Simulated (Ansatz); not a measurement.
Relaxation of CH$_{3}$ClFSSb (8 atoms, charge 0, multiplicity 1), to a largest force component of 0.015 eV/Å in at most 40 steps.

The calculation used RKS BLYP-D4/def2-SVP in Ansatz 0.2.0.

```xyz
8
Properties=species:S:1:pos:R:3:forces:R:3
C 0.644 -0.676 1.151 -1.24 1.32 0.87
S 0.368 1.049 0.491 -0.24 0.22 0.26
Sb -0.152 0.271 -1.799 -0.23 1.89 -0.41
F -0.042 -1.544 -1.251 -0.20 -1.98 0.15
Cl 2.144 0.366 -2.439 0.53 -0.01 -0.45
H 1.423 -1.121 0.597 1.36 -0.94 -0.72
H 0.875 -0.573 2.221 0.13 0.05 0.13
H -0.304 -1.194 1.010 -0.12 -0.54 0.17
```

Q: Where does it end, and by what steps?

A: The run converged. The force dipped under the threshold on the way, but the program's further checks kept it going. After 18 steps the energy has fallen by 0.387 eV; F4 moved furthest, 0.77 Å.

| step | energy less start (eV) | largest force component (eV/Å) | accepted |
| --- | --- | --- | --- |
| 0 | 0.0000 | 1.980 | yes |
| 1 | -0.2804 | 0.528 | yes |
| 2 | -0.2962 | 0.357 | yes |
| 3 | -0.3158 | 0.202 | yes |
| 4 | -0.3240 | 0.162 | yes |
| 5 | -0.3378 | 0.436 | yes |
| 6 | -0.3495 | 0.279 | yes |
| 7 | -0.3695 | 0.183 | yes |
| 8 | -0.3758 | 0.317 | yes |
| 9 | -0.3813 | 0.125 | yes |
| 10 | -0.3844 | 0.057 | yes |
| 11 | -0.3845 | 0.052 | yes |
| 12 | -0.3855 | 0.016 | yes |
| 13 | -0.3859 | 0.012 | yes |
| 14 | -0.3863 | 0.026 | yes |
| 15 | -0.3865 | 0.028 | yes |
| 16 | -0.3865 | 0.019 | yes |
| 17 | -0.3865 | 0.035 | no |
| 18 | -0.3866 | 0.002 | yes |

```xyz
8
Properties=species:S:1:pos:R:3
C 0.776 -0.613 1.161
S 0.017 0.983 0.583
Sb -0.097 0.484 -1.830
F -0.712 -1.380 -1.599
Cl 2.218 -0.156 -2.189
H 1.830 -0.669 0.834
H 0.718 -0.604 2.265
H 0.206 -1.467 0.755
```

The run took 16 s on 2 threads of AMD EPYC 9R45 96-Core Processor (Zen 5) (shared host), peak memory 0.2 GiB.
